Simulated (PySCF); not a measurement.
# How the method changes the constants of CaBe

State: ¹Σ⁺ (singlet), closed shell. Set-up: basis Ca pcseg-2, Be pcseg-2; no relativity; PySCF 2.14. De refers to Ca + Be in their ground configurations, without counterpoise correction. A positive dipole means Ca(−)Be(+). Levels whose curve was spin-contaminated or gave no clean fit are not listed.

```csv
Level,Re (Å),ωe (cm⁻¹),De (eV),μ (D),"CPU s a point (SCF and correlation, without the integrals)"
PBE,3.253,190,0.324,-1.08,0.49
revPBE,3.297,179,0.260,-1.08,0.34
r²SCAN,3.299,182,0.284,-0.89,0.71
r²SCANh,3.336,171,0.247,-0.83,0.76
PBE0,3.358,161,0.219,-0.80,0.97
B2PLYP,3.557,103,0.057,-0.33,0.45
```

What does the step from GGA to meta-GGA do here, going from PBE to r²SCAN?

r²SCAN less PBE: +4.6 pm in Re, -4.2 % in ωe, -0.04 eV in De. 

Correlated steps freeze 5 core orbitals. Closed-shell solutions of metal pairs were not tested for spin polarisation, which can lower them a little. The bond is weak. Basis-set superposition, not corrected here, can be much of De in a small basis, most of all at correlated wavefunction levels. Functionals without a dispersion term scatter widely for such bonds, and LDA overbinds them. B2PLYP dipoles, levels and charges come from its SCF part alone.

The whole job (state search and all levels along the bond) took about 1.8 min on 1 thread of Arm Neoverse V1 (shared host), peak memory 0.6 GiB.
